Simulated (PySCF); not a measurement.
C2H5ClOSi, SMILES C=C[Si@H](O)Cl. The structure is a stationary point at PBE0-D3(BJ)/def2-SVP. The structure was generated by enumeration; whether it is a known compound was not checked. One conformer was computed; it need not be the lowest.

Calculation: PySCF 2.14.0 with PBE0-D3(BJ)/def2-SVP.

Harmonic wavenumbers (cm⁻¹): 83, 152, 193, 254, 295, 395, 516, 564, 691, 778, 823, 873, 922, 1004, 1006, 1043, 1269, 1414, 1684, 2298, 3142, 3173, 3241, 3926. Rotational constants (GHz): 4.938, 2.040, 1.611; symmetry number 1.

Task: Work out the zero-point energy and the ideal-gas rigid-rotor harmonic-oscillator thermochemistry at 298.15 K and 1 atm.

Result: ZPE = ½ Σ hcν = ½ × 29740 cm⁻¹ = 177.89 kJ/mol. H − E(el) = 198.57 kJ/mol. Entropy in J/(mol K): translation 167.21, rotation 114.58, vibration 63.82, total 345.60. G − E(el) = 95.53 kJ/mol. Cp = 106.44 J/(mol K). Modes under 150 cm⁻¹ make the vibrational entropy uncertain.
